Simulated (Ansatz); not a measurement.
## Relative stability

Two relaxed structures of BSnH$_{3}$S, singlet (PBE0-D4/def2-TZVP; forces vanish, vibrations not checked).

A:

```tsv
atom	x (Å)	y (Å)	z (Å)
B1	-0.8739	-0.9671	-0.3145
S2	0.6231	-1.6028	0.2427
Sn3	0.2141	0.9225	0.0714
H4	-1.9271	-1.3498	-0.6993
H5	1.4611	1.4880	-0.9497
H6	0.5028	1.5093	1.6493
```

B:

B1  (0.654, 0.086, 0.231)
S2  (-0.735, -0.738, -0.889)
Sn3  (-0.676, 1.807, -0.351)
H4  (-1.728, -0.942, -0.003)
H5  (1.668, 0.024, -0.413)
H6  (0.661, -0.294, 1.368)
(Å)

Computed with Ansatz 0.2.0 (basis: def2-TZVPP); correlated methods freeze the cores. Filled d shells of the heavier atoms are correlated. Core potentials replace the inner electrons of the atoms past krypton. The def2 sets are not built for correlating such inner shells, so the correlated values are less sure here. B3LYP uses VWN-RPA correlation.

**Question.** Which structure is lower at CCSD(T), and by how much? (An estimate is asked for; the value comes from the calculation.)

**Answer.** The calculation gives: B, by 0.032 eV (electronic energy, against the other); a gap this small isn't resolved in one triple-zeta basis. By their contacts, A is BSnH₃S ([BH]1[S][SnH2]1) and B is BSnH₃S ([BH2]1[SH][Sn]1).

All methods give the same order:

| method | E(B) − E(A) (eV) |
| --- | --- |
| PBE-D4 | -0.214 |
| r2SCAN-D4 | -0.044 |
| PBE0-D4 | -0.189 |
| B3LYP-D4 | -0.223 |
| wB97M-V | -0.153 |
| HF | -0.041 |
| MP2 | -0.113 |
| CCSD | -0.084 |
| CCSD(T) | -0.032 |

T1 diagnostic: at most 0.018. The restricted Hartree–Fock reference is unstable towards an unrestricted one at one or more of these structures.

Labels in which every atom is bracketed show which atoms are joined, not bond orders.

For scale, one of the runs: CCSD(T)/def2-TZVPP, 165 basis functions, launched by `ansatz run in.yaml --threads 2 --pin off --events-out ev --progress --plain --max-ram 4352MiB`. Time: 43 s of wall clock on 2 CPU threads of an Arm Neoverse V2; the host was shared. Peak host memory: 1.4 GiB.
